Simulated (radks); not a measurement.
The numbers below are computed, except where a source is named.
Species: As. Configuration: [Ar] 3d10 4s2 4p3 (the NIST ground configuration). Level of theory: scalar-relativistic Kohn-Sham, PBEsol, spin-polarised, spherical densities, point nucleus; open shells are filled with parallel spins first (a radial shooting solver on a logarithmic mesh with Libxc functionals).

Normalised radial functions P(r) = r R(r), r in bohr:

```
   r/bohr * 3d up, o 3d down, + 4s down (the largest magnitude, 1.2, reaches the edge; | marks zero, & curves that meet)
 0.002008                             &+
   0.0023                             &+
 0.002636                             &+
 0.003019                             &+
 0.003487                             &+
 0.003995                             &+
 0.004577                             &+
 0.005244                             &+
 0.006056                             & +
 0.006938                             & +
 0.007949                             & +
  0.00918                             & +
  0.01052                             & +
  0.01205                             &  +
  0.01381                             &  +
  0.01594                             &  +
  0.01827                             &  +
  0.02093                             &  +
  0.02398                             &  +
  0.02769                             &  +
  0.03172                             &  +
  0.03635                             & +
  0.04164                             |&+
  0.04809                             |&
   0.0551                             +&
  0.06312                            +| &
   0.0729                           + | &
  0.08352                          +  |  &
  0.09569                         +   |   &
   0.1096                        +    |    &
   0.1266                        +    |      &
   0.1451                        +    |        &
   0.1662                        +    |          &
   0.1904                          +  |            &
   0.2199                           + |               &
   0.2519                             |+                 &
   0.2886                             |  +                  &
   0.3333                             |     +                 &
   0.3819                             |       +                 &
   0.4375                             |        +                 &
   0.5012                             |       +                  &
   0.5789                             |     +                   &
   0.6632                             |  +                    &
   0.7598                            +|                     &
   0.8705                       +     |                  &
    1.005                   +         |               &
    1.152               +             |            &
     1.32            +                |         &
    1.512           +                 |      &
    1.746           +                 |    &
        2             +               |  &
    2.292               +             | &
    2.647                  +          |&
    3.032                     +       o*
    3.474                       +     &
     3.98                         +   &
    4.597                           + &
    5.266                            +&
    6.033                            +&
    6.912                             &
    7.983                             &
    9.146                             &
```

3d up: eigenvalue -40.390 eV, 0 radial nodes, <r> = 0.681 bohr, 90 % of the charge inside 1.14 bohr. 3d down: eigenvalue -40.120 eV, 0 radial nodes, <r> = 0.676 bohr, 90 % of the charge inside 1.13 bohr. 4s down: eigenvalue -12.899 eV, 3 radial nodes at r = 0.0585, 0.240, 0.732 bohr, <r> = 1.93 bohr, 90 % of the charge inside 2.92 bohr.
